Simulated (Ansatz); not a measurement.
```yaml
crystal:
  periodic: [false, false, false]
  atoms:
    - {symbol: C, position_ang: [2.945182, -3.815806, -3.301791]}
    - {symbol: C, position_ang: [1.717816, -2.018908, -1.752808]}
    - {symbol: Ti, position_ang: [-0.364854, 0.997505, 0.867937]}
    - {symbol: O, position_ang: [-0.803535, -0.698849, 4.376481]}
    - {symbol: O, position_ang: [-3.735208, 1.822699, -0.930756]}
    - {symbol: O, position_ang: [1.895847, 4.196419, 1.223308]}
    - {symbol: H, position_ang: [4.032770, -5.389259, -4.661238]}
    - {symbol: H, position_ang: [-1.609272, -2.525313, 5.050412]}
    - {symbol: H, position_ang: [-5.776569, 1.320772, -0.990411]}
    - {symbol: H, position_ang: [1.880422, 5.997882, 0.125465]}
basis:
  gaussian: {orbitals: 6-31G, fitting: {mean_field: cc-pVTZ-jkfit}, point_charges: [{charge: 2.00, position_ang: [6.609, -0.534, 0.241]}]}
hamiltonian: {xc: {name: r2SCANh}}
output: {forces: true}
```

```sh
$ ansatz run in.yaml --threads 8 --pin off --events-out ev --progress --plain --max-ram 18278MiB
```

Output, abridged:

```
Functional definition: r2SCANh
Error: <dir> the basis set cc-pVTZ-JKFIT has no functions for Ti
```

It took 0.3 s on 8 threads of an Arm Neoverse V1 on a shared host, with 0.48 GiB of host memory at the peak.
